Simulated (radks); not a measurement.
Species: the europium ion Eu3+. Configuration: [Xe] 4f6. Method: non-relativistic Kohn-Sham, PBEsol, spin-unpolarised, spherical densities, point nucleus; relativity is left out, which matters for an element this heavy; computed with a radial shooting solver on a logarithmic mesh with Libxc functionals. Some entries of the table are withheld. Estimate them.

orbital,occ.,eigenvalue (Ry),<1/r> (bohr^-1)
1s,2,(1),62.44
2s,2,-532.9872,(2)
2p,6,(3),14.52
3s,2,-118.6395,5.453
3p,6,-107.0234,5.393
3d,10,-85.36236,5.290
4s,2,-24.96061,2.325
4p,6,-20.45114,2.232
4d,10,(4),2.028
5s,2,-4.91532,0.9164
5p,6,-3.66796,0.8186
4f,6,-2.72957,1.535

Answer. 
(1) 1s eigenvalue (Ry): -3348.614
(2) 2s <1/r> (bohr^-1): 14.50
(3) 2p eigenvalue (Ry): -506.7813
(4) 4d eigenvalue (Ry): -12.42897
